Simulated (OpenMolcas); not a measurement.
Re4+ among 8 point charges of -1.2 e arranged as a cube (Oh).

- Program: OpenMolcas 26.06
- Method: CASSCF
- Basis: ANO-RCC-VDZP [7s6p4d2f1g]
- Scalar Hamiltonian: DKH2, point nucleus
- Active space: 3 electrons in 5 orbitals (5d)
- State averaging: 2S+1 = 4 even, 10 roots; 2S+1 = 2 even, 40 roots
- Spin-orbit coupling: RASSI with atomic mean-field integrals over the reference wave functions

All point charges move together. At R = 2.21 Å |10Dq| is 4873 cm-1, and at R = 2.35 Å it is 3635 cm-1.

**Question.** A third run gives 6486 cm-1. What distance was it run at?

**Answer.** With a power law R^-n the two known points give n = -ln(3635 / 4873) / ln(2.35 / 2.21) = 4.77. Then R = 2.21 × (4873 / 6486)^(1/4.77) = 2.081 Å. The run was at 2.08 Å, so the estimate is off by +0.001 Å.

Without dynamic correlation the repulsion within the d shell is too large (B by tens of per cent), so at a given field states of lower spin stand too high. Point charges give a weaker field than real ligands, and real ions of this kind are as a rule low spin; the high spin found here belongs to the model. Spin-orbit coupling mixes the spin-free states strongly: the lowest level takes only 64 % from its leading state, 4T1 (figures for R = 2.08; the like holds for R = 2.21, R = 2.35). Point charges carry no covalency, so the field is a model and not that of real ligands. No measured value stands beside these numbers.
